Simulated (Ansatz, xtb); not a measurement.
## Relative energy of two conformers of CH9BSSi

Structure I is `[BH3-][SH+][SiH2]C`, a singlet and structure II is `[BH3-][SH+][SiH2]C`, a singlet. Both are isolated molecules in the gas phase, relaxed with B3LYP-D3(BJ)/def2-SVP.

I (Å):

```csv
atom,x (Å),y (Å),z (Å)
C,-2.0645,-1.3809,1.6636
B,1.4769,1.3745,-0.4464
S,0.9129,-0.0125,0.9948
Si,-1.2309,-0.1906,0.4795
H,0.8583,1.0524,-1.4422
H,2.6795,1.2159,-0.4837
H,1.0981,2.3893,0.1053
H,1.2736,-1.1978,0.4438
H,-1.7209,1.2009,0.6299
H,-1.3067,-0.6521,-0.9294
H,-3.1415,-1.4455,1.4359
H,-1.9517,-1.0421,2.7050
H,-1.6384,-2.3929,1.5783
```

II (Å):

```xyz
13

C     1.3878   -0.1214    1.9671
B    -1.9035    0.8742    0.8429
S    -0.3422    1.1924   -0.4788
Si    0.9903   -0.4531    0.1737
H    -2.8349    1.3950    0.2657
H    -1.4816    1.4856    1.8056
H    -1.9583   -0.3342    0.9738
H    -0.7639    0.5697   -1.6069
H     2.1948   -0.3985   -0.7007
H     0.2548   -1.7222   -0.0568
H     1.8799    0.8565    2.0856
H     0.4655   -0.1268    2.5659
H     2.0677   -0.8999    2.3493
```

Energies in hartree; the thermal terms are from B3LYP-D3(BJ)/def2-SVP harmonic frequencies (ideal gas, rigid rotor, one conformer each, 298.15 K, 1 atm) and include the zero-point energy:

|  | I | II |
| --- | --- | --- |
| E, CCSD(T)/def2-SVP | −754.570630 | −754.572318 |
| E, MP2/def2-SVP | −754.483539 | −754.485281 |
| E, MP2/def2-TZVPP | −754.929136 | −754.930860 |
| zero-point energy | 0.093955 | 0.094277 |
| H(298 K) − E | 0.103092 | 0.103212 |
| G(298 K) − E | 0.061600 | 0.062563 |

Correct the CCSD(T) difference for the basis set by the MP2 change, then work out ΔE, ΔE₀, ΔH and ΔG for I → II in kcal/mol (1 Eh = 627.51 kcal/mol) and the equilibrium ratio [II]/[I].

1. Differences II − I: CCSD(T) −0.001688, MP2 in the small set −0.001742, MP2 in the large set −0.001724 Eh.
2. ΔE = −0.001688 + (−0.001724 − (−0.001742)) = −0.001670 Eh = −1.05 kcal/mol.
3. ΔE₀ = ΔE + ΔZPE = −0.001670 + (+0.000322) Eh = −0.85 kcal/mol.
4. ΔH = ΔE + (+0.000120) Eh = −0.97 kcal/mol.
5. ΔG = ΔE + (+0.000963) Eh = −0.44 kcal/mol, so ΔS = (ΔH − ΔG)/T = −7.4 J/(mol K).
6. kT = 0.9442 mEh, so K = [II]/[I] = exp(−ΔG/kT) = exp(+0.75) ≈ 2.1.

The two are too close for this level to say which is favoured. An error of 1 kcal/mol in ΔG would change K by a factor of 5.4. Mirror images and further conformers aren't counted.

Other levels gave ΔE = −1.1 (B3LYP-D3(BJ)/def2-SVP); −0.4 (HF/def2-SVP); −1.1 (MP2/def2-SVP); −1.1 (CCSD(T)/def2-SVP) kcal/mol. The correlated steps freeze 12 core orbitals. Programs: Ansatz 0.2.0.
